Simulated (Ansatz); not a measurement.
Z-matrix (Å, degrees):
```
I
```
Charge 0, spin multiplicity 2.

The numbers are results of frozen-core CCSD(T)/def2-TZVPP in Ansatz (a first-principles code), not measurements.

```yaml
HF energy: -296.65857 Ha
MP2 correlation energy: -0.46709 Ha
```

Task: Estimate the CCSD correlation energy, the (T) correction, the total energy and the T1 diagnostic.

Result: 
```json
{
 "CCSD correlation energy": "-0.44598 Ha",
 "(T) correction": "-0.00715 Ha",
 "CCSD(T) total energy": "-297.11169 Ha",
 "T1 diagnostic": "0.007"
}
```
